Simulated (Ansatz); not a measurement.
Cost and result up the ladder for (CuF)2 ring (Cu₂F₂) (4 atoms). Charge 0, multiplicity 1. Geometry: PBE0-D4/def2-SVP.

```tsv
atom	x (Å)	y (Å)	z (Å)
Cu1	-0.6831	0.5030	0.8277
F2	1.0404	-0.3900	1.0957
Cu3	0.6831	-0.5030	-0.8277
F4	-1.0403	0.3900	-1.0957
```

Ansatz on 4 threads of Arm Neoverse V2 on a shared host. Times are rough, and most runs start from the orbitals of an earlier one. ωB97X-V/def2-TZVP serves as the yardstick here, not as an exact answer. Differences are given only for rows in sets of like size (and for xTB, whose basis is part of the method), since another set adds its own error. Binding counts from free atoms at the same level (Cu doublet, F doublet; other spins of the atoms weren't run), without zero-point energy or a counterpoise term.

The 6-31G sets use Cartesian d functions. LC-ωPBE has ω = 0.4 bohr⁻¹. B3LYP takes the VWN-RPA correlation. Correlated methods freeze 20 core orbitals.

Correlated methods converge slowly with the basis.

| level | functions | binding energy per atom (eV) | difference from ωB97X-V/def2-TZVP (eV) | remarks |
| --- | --- | --- | --- | --- |
| PBE-D4/def2-TZVPD | 176 | 2.60 | 0.01 | – |
| PBE0-D4/def2-SVP | 90 | 2.66 | – | – |
| HF/def2-TZVP | 152 | 1.58 | -1.01 | – |
| r2SCAN-D4/def2-TZVPD | 176 | 2.60 | 0.01 | – |
| B3LYP-D4/6-31G | 76 | 2.95 | – | – |
| ωB97X-V/def2-TZVP | 152 | 2.59 | 0.00 | – |
| PBE-QIDH/def2-TZVP | 152 | 2.48 | -0.11 | – |
| r2SCAN-D4/def2-TZVP | 152 | 2.58 | -0.01 | – |
| LDA (SPW92)/def2-TZVP | 152 | 3.09 | 0.50 | – |
| LC-ωPBE/def2-TZVP | 152 | 2.61 | 0.02 | – |
| B2PLYP/def2-TZVP | 152 | 2.49 | -0.10 | test for broken spin undecided |
| HF/6-31G | 76 | 2.24 | – | – |
| PBE-D4/def2-SVP | 90 | 2.89 | – | – |
| MP2/def2-TZVP | 152 | 2.66 | 0.07 | – |

Problem. Estimate how long each takes.

Solution. HF/6-31G 0.4 s; LDA (SPW92)/def2-TZVP 0.7 s; PBE-D4/def2-SVP 0.9 s; B3LYP-D4/6-31G 1.1 s; PBE0-D4/def2-SVP 1.1 s; HF/def2-TZVP 1.6 s; PBE-D4/def2-TZVPD 1.6 s; LC-ωPBE/def2-TZVP 1.8 s; MP2/def2-TZVP 1.8 s; r2SCAN-D4/def2-TZVP 2.9 s; B2PLYP/def2-TZVP 3.5 s; r2SCAN-D4/def2-TZVPD 3.6 s; PBE-QIDH/def2-TZVP 3.6 s; ωB97X-V/def2-TZVP 5 s. On shared hardware such times vary by a factor of up to 3.
